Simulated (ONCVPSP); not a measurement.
# Before and after: ONCV potential for indium

ONCVPSP 4.0.1 input, shortened (lines: element, Z, core and valence counts, functional; n l f; lmax; l rc ep ncon nbas qcut; lloc lpopt rc5 dvloc0; l nproj debl; icmod fcfact rcfact), LDA (Perdew-Wang 92), scalar-relativistic:

```
  In 49.00    9    2  -001012      upf
    1    0    2.00
    2    0    2.00
    2    1    6.00
    3    0    2.00
    3    1    6.00
    3    2   10.00
    4    0    2.00
    4    1    6.00
    4    2   10.00
    5    0    2.00
    5    1    1.00
    1
    0    2.05    0.00    4    7    3.10
    1    2.85    0.00    3    6    3.30
    0    5    2.05    0.00
    0    0    0.60
    1    2    1.30
    3    2.00    1.65
```

Change: core correction Teter function, fcfact 1.3, rcfact 1.65.

Cutoffs: the cutoffs (Ha) at which the residual kinetic energy of the hardest occupied pseudo-wave falls to 1 and 0.1 mHa per electron; they do not see the model core or the augmentation charge, which bear on the density cutoff. Errors are all-electron minus pseudo energies relative to the spin-unpolarised reference configuration.

Question: How do hardness, ghosts and transferability respond?

Answer: The potential gets neither clearly harder nor softer (6.0 Ha and 21 Ha → 6.0 Ha and 21 Ha); of the 4 tests that both files solve, the error grows in 0 and shrinks in 4 by more than 15 % and 0.3 meV (median size 43.0 → 25.4 meV); neither file shows a bound ghost. A model core, the more so a compact one, raises the density cutoff, which this test does not measure.

| quantity | base | changed |
| --- | --- | --- |
| cutoff, loose | 6.0 Ha | 6.0 Ha |
| cutoff, tight | 21 Ha | 21 Ha |
| bound ghosts | none | none |
| GHOST(+) flags under 300 eV | none | none |
| error for 5s2 5p0, meV [ΔE 5.59 eV] | -43 | -27 |
| error for 5s1 5p0, meV [ΔE 25.24 eV] | -246 | -147 |
| error for 5s2 5p0.5, meV [ΔE 2.04 eV] | -7.8 | -5.0 |
| error for 5s1 5p1, meV [ΔE 12.28 eV] | -43 | -24 |
| s: phases at 2.08 bohr within 0.05 rad from the reference energy up to (Ha; the scan ends near 5) | 2.3 | 2.3 |
| p: phases at 2.90 bohr within 0.05 rad from the reference energy up to (Ha; the scan ends near 5) | to the end of the scan | to the end of the scan |
| rms error of d²Exc/dni dnj with the model core, mHa | 2.73 | 4.53 |
